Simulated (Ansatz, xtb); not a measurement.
Spectroscopic constants of RhO, multiplicity 4 (lowest of 2S+1 = 2, 4, 6 at CCSD(T)/def2-TZVPP on PBE0 minima; our sources give no spin for the ground state, which may be another). No spin–orbit coupling. The T1 diagnostic near the minimum is 0.053, so single-reference values are doubtful.

Constants: fifth-degree fit in 1/R to seven points, most abundant isotopes. Runs in def2 and cc sets follow the lowest solution found near the PBE0 minimum.

The values were computed with Ansatz (Gaussian basis) for Hartree–Fock, density functionals and correlated methods; xtb for the GFN methods. Each number belongs to the level named beside it. In def2 rows elements past Kr take small-core potentials, without spin–orbit coupling. The GFN methods have no spin term and hold the electronic entropy of 300 K.

```json
[
 {"level": "GFN1-xTB", "r_e (Å)": "1.710", "ω_e (cm⁻¹)": "782", "α_e (cm⁻¹)": "0.0033", "B_e (cm⁻¹)": "0.416", "dipole (D)": "-"},
 {"level": "GFN2-xTB", "r_e (Å)": "1.693", "ω_e (cm⁻¹)": "781", "α_e (cm⁻¹)": "0.0035", "B_e (cm⁻¹)": "0.425", "dipole (D)": "-"},
 {"level": "SVWN5/def2-TZVPP", "r_e (Å)": "1.682", "ω_e (cm⁻¹)": "903", "α_e (cm⁻¹)": "0.0028", "B_e (cm⁻¹)": "0.431", "dipole (D)": "3.09"},
 {"level": "PBE/def2-TZVPP", "r_e (Å)": "1.705", "ω_e (cm⁻¹)": "851", "α_e (cm⁻¹)": "0.0029", "B_e (cm⁻¹)": "0.419", "dipole (D)": "3.17"},
 {"level": "r2SCAN/def2-TZVPP", "r_e (Å)": "1.687", "ω_e (cm⁻¹)": "889", "α_e (cm⁻¹)": "0.0029", "B_e (cm⁻¹)": "0.428", "dipole (D)": "3.25"},
 {"level": "B97M-V/def2-TZVPP", "r_e (Å)": "1.692", "ω_e (cm⁻¹)": "869", "α_e (cm⁻¹)": "0.0029", "B_e (cm⁻¹)": "0.425", "dipole (D)": "3.47"},
 {"level": "B3LYP/def2-TZVPP", "r_e (Å)": "1.705", "ω_e (cm⁻¹)": "848", "α_e (cm⁻¹)": "0.0029", "B_e (cm⁻¹)": "0.419", "dipole (D)": "3.74"},
 {"level": "PBE0/def2-TZVPP", "r_e (Å)": "1.687", "ω_e (cm⁻¹)": "879", "α_e (cm⁻¹)": "0.0029", "B_e (cm⁻¹)": "0.428", "dipole (D)": "3.75"},
 {"level": "BHLYP/def2-TZVPP", "r_e (Å)": "1.693", "ω_e (cm⁻¹)": "851", "α_e (cm⁻¹)": "0.0029", "B_e (cm⁻¹)": "0.425", "dipole (D)": "4.47"},
 {"level": "CAM-B3LYP/def2-TZVPP", "r_e (Å)": "1.692", "ω_e (cm⁻¹)": "876", "α_e (cm⁻¹)": "0.0028", "B_e (cm⁻¹)": "0.425", "dipole (D)": "4.04"},
 {"level": "wB97X-V/def2-TZVPP", "r_e (Å)": "1.691", "ω_e (cm⁻¹)": "880", "α_e (cm⁻¹)": "0.0026", "B_e (cm⁻¹)": "0.426", "dipole (D)": "4.18"},
 {"level": "wB97M-V/def2-TZVPP", "r_e (Å)": "1.696", "ω_e (cm⁻¹)": "866", "α_e (cm⁻¹)": "0.0026", "B_e (cm⁻¹)": "0.423", "dipole (D)": "4.20"},
 {"level": "B2PLYP/def2-TZVPP", "r_e (Å)": "1.704", "ω_e (cm⁻¹)": "895", "α_e (cm⁻¹)": "0.0018", "B_e (cm⁻¹)": "0.419", "dipole (D)": "-"}
]
```

Correlated levels freeze the inner cores; with def2 sets outer-core shells near the valence are correlated too.

Ansatz is a program for electronic structure.
